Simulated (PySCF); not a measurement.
Match the calculated data to a structure.

All candidates are C8H18O.

| technique | computed result |
| --- | --- |
| Rotational structure | rotational constants A, B, C: 2.038, 1.047, 0.886 GHz [GFN2-xTB] |
| Dipole | 1.10 D [PBE0/pcSseg-1] |
| 1H NMR | chemical shifts (computed TMS as zero) by class: 3.34 (3 H), 1.79 (1 H), 1.71 (1 H), 1.49 (1 H), 1.30 (1 H), 1.13 (3 H), 1.02 (1 H), 1.01 (3 H), 0.99 (3 H), 0.96 (1 H) ppm [GIAO PBE0/pcSseg-1] |
| 13C NMR | chemical shifts (computed TMS as zero) by class: 77.5 (1 C), 51.2 (1 C), 44.0 (1 C), 37.5 (1 C), 24.3 (1 C), 19.3 (1 C), 17.1 (1 C), 9.9 (1 C) ppm [GIAO PBE0/pcSseg-1] |
| NMR, other nuclei | isotropic shieldings of nuclei other than C and H, by class: 297 (1 O) ppm [GIAO PBE0/pcSseg-1] |

The electronic properties come from PySCF, for the isolated species, density fitting. Levels stand in brackets. Isolated species at its GFN2-xTB geometry (one conformer only). Each NMR value is the plain mean over a class of atoms that symmetry, rotation or inversion makes alike.

Question: Which candidate is it?
A. `CCCCOCCCC`
B. `CCC[C@@H](C)OC(C)C`
C. `CC(C)(C)OC(C)(C)C`
D. `CCC[C@](C)(CC)OC`

Answer: D. It is `CCC[C@](C)(CC)OC`. Numbering: `[CH3:1][CH2:2][CH2:3][C@:4]([CH3:5])([CH2:6][CH3:7])[O:8][CH3:9]`. Its formula, C8H18O, gives 0 degrees of unsaturation, so no ring and no π bond. 8 carbons fall into 8 classes; from least to most shielded: sp3 carbon bound to oxygen [C4] (77.5 ppm), methoxy carbon [C9] (51.2 ppm), chain CH2 carbon [C3] (44.0 ppm), chain CH2 carbon [C6] (37.5 ppm), methyl carbon [C5] (24.3 ppm), chain CH2 carbon [C2] (19.3 ppm), methyl carbon [C1] (17.1 ppm), methyl carbon [C7] (9.9 ppm). Hydrogen classes from least to most shielded: 3 H on a methoxy carbon, C9 (3.34 ppm), 1 H on a chain CH2 carbon, C6 (1.79 ppm), 1 H on a chain CH2 carbon, C3 (1.71 ppm), 1 H on a chain CH2 carbon, C2 (1.49 ppm), 1 H on a chain CH2 carbon, C2 (1.30 ppm), 3 H on a methyl carbon, C5 (1.13 ppm), 1 H on a chain CH2 carbon, C3 (1.02 ppm), 3 H on a methyl carbon, C7 (1.01 ppm), 3 H on a methyl carbon, C1 (0.99 ppm), 1 H on a chain CH2 carbon, C6 (0.96 ppm). The other shieldings belong to: 297 ppm, ether oxygen [O8]. The optimised geometry has point group C1 and is an asymmetric top.

The others, at the same levels:
- `CCC[C@@H](C)OC(C)C` fails: its computed 13C shifts are 76.8 (1 C), 72.0 (1 C), 44.8 (1 C), 26.2 (1 C), 25.1 (1 C), 22.9 (1 C), 22.3 (1 C), 16.9 (1 C) ppm, 1H shifts are 3.50 (1 H), 3.20 (1 H), 1.98 (1 H), 1.31 (1 H), 1.18 (3 H), 1.14 (1 H), 1.10 (3 H), 1.06 (1 H), 1.05 (3 H), 1.02 (3 H) ppm and rotational constant A is 2.133 GHz (against 2.038 GHz).
- `CCCCOCCCC` fails: it has 4 carbon classes against 8; its computed 13C shifts are 76.1 (2 C), 37.7 (2 C), 25.4 (2 C), 17.1 (2 C) ppm, 1H shifts are 3.54 (4 H), 1.50 (4 H), 1.46 (4 H), 1.02 (6 H) ppm and rotational constant A is 2.865 GHz (against 2.038 GHz).
- `CC(C)(C)OC(C)(C)C` fails: it has 2 carbon classes against 8; its computed 13C shifts are 75.4 (2 C), 33.8 (6 C) ppm, 1H shifts are 1.28 (18 H) ppm and rotational constant A is 2.323 GHz (against 2.038 GHz).

Each candidate is one conformer, not necessarily the lowest. The conformers computed, where there is a choice (atom-mapped SMILES and torsion angles):
- `[CH3:1][CH2:2][CH2:3][C@:4]([CH3:5])([CH2:6][CH3:7])[O:8][CH3:9]`: C1–C2–C3–C4 170°, C2–C3–C4–C5 -176°, C3–C4–C6–C7 173°, C3–C4–O8–C9 -68°
- `[CH3:1][CH2:2][CH2:3][C@@H:4]([CH3:5])[O:6][CH:7]([CH3:8])[CH3:9]`: C1–C2–C3–C4 180°, C2–C3–C4–C5 174°, C3–C4–O6–C7 152°, C4–O6–C7–C8 -85°
- `[CH3:1][C:2]([CH3:3])([CH3:4])[O:5][C:6]([CH3:7])([CH3:8])[CH3:9]`: C1–C2–O5–C6 -47°, C2–O5–C6–C7 -47°

The conformers of `CCCCOCCCC` aren't listed.
